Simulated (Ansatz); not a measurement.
Reaction (formal exchange of groups at the Si–Ga bond): `[F][Ga]([SiH3])[Cl]` + `OCOCO` → `OCO[SiH3]` + `O[CH2][Ga]([F])[Cl]`

Calculated with Ansatz (gas phase, PBE0-D4/def2-TZVP geometries, no zero-point term in ΔE). CCSD(T)/CBS is the MP2 limit (def2-TZVPP, def2-QZVPP) plus CCSD(T) − MP2 in def2-TZVPP, frozen cores. Functionals use def2-TZVPP. For Ga outer-core shells are correlated without core-valence functions, which leaves a few kJ/mol of doubt a bond. Scalar relativity is left out up to krypton. Each species was taken in one conformer, which may not be the lowest.

CCSD(T)/CBS gives -67.3 kJ/mol.

(1) Another level gave -65.3 kJ/mol. Which?
A. SCS-MP2/def2-TZVPP
B. CCSD/def2-TZVPP
C. PBE0-D4/def2-TZVPP
D. r2SCAN/def2-TZVPP

Largest T1 diagnostic among the species: 0.013.

Results:

(1) B. CCSD/def2-TZVPP -65.3, PBE0-D4 -53.4, SCS-MP2/def2-TZVPP -74.2, r2SCAN -60.9 kJ/mol.
